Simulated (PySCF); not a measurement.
H$_{2}$ClO (SMILES [OH2+]Cl), charge +1, singlet, at a GFN2-xTB geometry. Base run: HF/pcseg-1 in PySCF.

The PySCF input:
```python
from pyscf import gto, scf

mol = gto.M(
    atom='''
O    -0.049532    1.109915   -0.066432
H    -0.993339    1.375780    0.070648
Cl    0.050255   -0.690195   -0.010689
H     0.535256    1.478225    0.642523
''',
    basis='pcseg-1',
    charge=1,
    spin=0,
    verbose=4,
)

mf = scf.RHF(mol)
mf.kernel()
mo_i, mo_e, stable_i, stable_e = mf.stability(internal=True, external=True, return_status=True, nroots=6, tol=1e-6)
print('internally stable:', stable_i, ' externally stable:', stable_e)
if not stable_e:
    umf = mf.to_uhf() if not hasattr(mf, 'xc') else mf.to_uks()
    umf.scf_summary = {}
    umf.kernel(umf.make_rdm1(mo_e, umf.mo_occ))
mf.analyze()
```

The bond that is stretched is that between atoms 2 and 1. A test that says stable can miss a lower solution.

Variants of this job, named by their change:

```tsv
change	ΔE vs base (mEh)	<S^2>	E after following the instability (Eh)	<S^2> there	HOMO-LUMO gap (eV)	stability test says	outcome
base	0.000	0.000	-	-	13.88	stable	converged
bond × 1.25	38.549	0.000	-	-	13.64	stable	converged
bond × 1.5	92.690	0.000	-	-	12.56	stable	converged
bond × 1.8	146.7	0.000	-534.92120	0.59	10.25	external instability	converged
bond × 2.2	194.3	0.000	-534.90520	0.97	7.69	external instability	converged
bond × 3.0	-	-	-	-	-	-	not converged
```

Where a bond breaks into two radicals, a solution with restricted orbitals usually stops being the lowest and lies too high; an unrestricted one lies lower at the price of spin contamination, which <S^2> shows.
